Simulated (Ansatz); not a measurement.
C₂H₅AsO₂ (`CC(=O)O[AsH2]`). The species carries charge 0 and has multiplicity 1.

```tsv
atom	x (Å)	y (Å)	z (Å)
C1	-1.604	0.124	0.618
C2	-0.432	-0.053	-0.298
O3	-0.479	-0.554	-1.396
O4	0.702	0.400	0.226
As5	2.107	0.288	-0.979
H6	-1.732	1.183	0.849
H7	-1.416	-0.394	1.561
H8	-2.501	-0.269	0.147
H9	3.085	0.500	0.176
H10	2.271	-1.226	-0.904
```

(1) What are the harmonic wavenumbers in cm⁻¹ at PBE0-D4/def2-TZVP (Ansatz, finite differences of forces, unscaled)? (An estimate is asked.)

(2) Is this a minimum?

(3) Give the ideal-gas thermochemistry at 298.15 K and 1 bar (rigid rotor, harmonic oscillator; point group C1, symmetry number 1).

(4) And at 400, 500, 600, 800 and 1000 K?

Answers

(1) Computed: 65, 131, 156, 197, 334, 558, 612, 715, 796, 809, 978, 999, 1021, 1065, 1312, 1396, 1460, 1468, 1793, 2194, 2210, 3074, 3145, 3190.

(2) Yes, all 24 modes are real.

(3) Zero-point energy 177.5 kJ/mol; H(298) − E = 197.5 kJ/mol; entropy 346.6 J/(mol·K), of which translation 170.1, rotation 112.5, vibration 64.0; G(298) − E = 94.1 kJ/mol. Modes under 100 cm⁻¹ are hindered rotations or soft bends, so the harmonic entropy is rough.

(4) 
```csv
T (K),H − E (kJ/mol),S (J/mol/K),G − E (kJ/mol)
400,208.4,378.1,57.2
500,221.0,406.0,18.0
600,235.0,431.5,-23.9
800,266.6,476.9,-114.9
1000,301.8,516.0,-214.3
```
